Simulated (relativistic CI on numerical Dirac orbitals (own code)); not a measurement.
# Au⁶⁸⁺: sensitivity of the levels to the model

Base calculation: Dirac-Coulomb-Breit CI, separate exchange-only KLI orbitals for each configuration, model QED, unscaled Slater integrals.

CI space (outside the closed core [Ne]): 3s, 3p, 3d, 4s, 4p, 4d, 4f, 5s, 5p, 5d, 5f, 5g, 6s, 6p, 6d, 7s, 7p. Levels of other configurations are missing.

Variants: (1) valence Slater integrals scaled by 0.9. Shifts of the energy above 3s 2S_1/2, in eV, for the lowest level and the first level of each name with at least 55 % of one term (blank where a level changes its place among those of its configuration and J or its character, or is not in the variant):

```
     Level     Base  Δ(1)
 3s 2S_1/2     0.00  0.00
3p 2P°_1/2   177.40  0.00
3p 2P°_3/2   687.93  0.00
 3d 2D_3/2   890.42  0.00
 3d 2D_5/2  1005.17  0.00
 4s 2S_1/2  3816.39  0.00
4p 2P°_1/2  3889.51  0.00
4p 2P°_3/2  4098.64  0.00
 4d 2D_3/2  4175.44  0.00
 4d 2D_5/2  4225.01  0.00
4f 2F°_5/2  4264.80  0.00
4f 2F°_7/2  4286.65  0.00
 5s 2S_1/2  5512.35  0.00
5p 2P°_1/2  5548.98  0.00
```

At this charge energies of transitions that change n are usually good to better than 1 %, and those within a shell (Δn = 0) to a few per cent.

Ionisation energy from the two ground configurations alone: base 8355.28 eV. The NIST ASD value (theoretical) is 8360 eV.
